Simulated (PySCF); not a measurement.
## C₆ coefficients of unlike pairs at PBE0

Calculated with PySCF 2.14 from the dipole response of each species, C₆(A,B) = (3/π) ∫ α_A(iu) α_B(iu) du, in atomic units, from isotropic polarisabilities. For ions this is the dispersion term alone; charge-induced terms of lower order in 1/R come first.

```csv
species,configuration,basis,relativity,α (bohr³),C₆ (like pair)
N,[He] 2s2 2p3 (4S),aug-cc-pVQZ-DK (6s5p4d3f2g),spin-free X2C,7.752,26.20
Kr²⁺,[Ar] 3d10 4s2 4p4 (3P),aug-cc-pwCVDZ-PP with ECP10MDF (6s5p4d1f),core potential,7.501,36.98
Cl²⁺,[Ne] 3s2 3p3 (4S),dyall-av3z (19s12p3d2f),spin-free X2C,5.795,20.65
Xe²⁺,[Kr] 4d10 5s2 5p4 (3P),"aug-cc-pwCVTZ-DK3 with one added diffuse shell each of s, p, d, f type (11s10p8d5f1g)",spin-free X2C,12.76,91.98
```

(1) Estimate C₆ for Cl²⁺ with Kr²⁺.

No spin-orbit coupling is included.

The other pairs:

```csv
pair,C₆
"Xe²⁺, Kr²⁺",58.21
"Xe²⁺, Cl²⁺",43.50
"Kr²⁺, N",30.70
"Xe²⁺, N",48.76
"Cl²⁺, N",23.05
```

Answers

(1) The integral gives 27.60. The combination rule 2 C_A C_B / (C_A α_B/α_A + C_B α_A/α_B) gives 27.62 and the geometric mean 27.63.
